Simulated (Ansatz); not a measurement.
The same path of ClH3Sn + H2S (8 atoms, charge 0, multiplicity 1) was run 3 times with different band settings. Lost on the way: Sn1–H2, S6–H8. Made: Sn1–S6, H2–H8.

The calculation used RHF/def2-SVP in Ansatz 0.2.0.

Relaxed end points:

```xyz
8
Properties=species:S:1:pos:R:3
Sn -0.166 0.491 -0.224
H -0.282 0.613 1.465
H 1.415 0.236 -0.788
H -0.924 1.796 -1.012
Cl -1.429 -1.422 -0.847
S 1.477 -2.926 1.617
H 0.512 -3.219 0.742
H 0.649 -2.881 2.663
```

```xyz
8
Properties=species:S:1:pos:R:3
Sn -0.307 -0.473 -0.796
H 1.423 -0.343 4.008
H 1.291 0.085 -0.911
H -1.468 0.680 -0.353
Cl -0.874 -1.240 -2.954
S -0.476 -2.304 0.769
H 0.609 -2.955 0.339
H 1.052 -0.763 3.514
```

Common settings: optimiser quadratic models (default); start path through a guess of the saddle point; force threshold 0.05 eV/Å; iteration limit 60; end points relaxed.

| run | movable images | climbing image | spring |
| --- | --- | --- | --- |
| 1 | 5 | yes | 5.0 eV/Å² |
| 2 | 4 | no | 5.0 eV/Å² |
| 3 | 5 | yes | 0.5 eV/Å² |

Q: What does each run give, and how far can it be trusted?

A: Run 1: converged after 28 iterations, highest image 2.621 eV above the first end. Beside the main top the profile has a ripple of under 15 meV (maxima at images 2, 5), which may be a very shallow well or noise. Neighbouring images differ by up to 2.7 eV, so the band resolves the path poorly. A vibrational analysis at the climbing image gives one clearly imaginary mode, 1881i cm⁻¹: a first-order saddle point.
Run 2: converged after 44 iterations, highest image 0.114 eV above the first end. No image climbed, so the highest image needn't sit at the top of the path. A band with more images between the same ends climbed to 2.62 eV, so this one has probably stepped over the top.
Run 3: converged after 33 iterations, highest image 2.479 eV above the first end. Neighbouring images differ by up to 2.5 eV, so the band resolves the path poorly. The order of the stationary point at the top wasn't checked.
The orbitals stay closed-shell, which can raise the energy where a bond breaks towards radicals; this wasn't checked here.
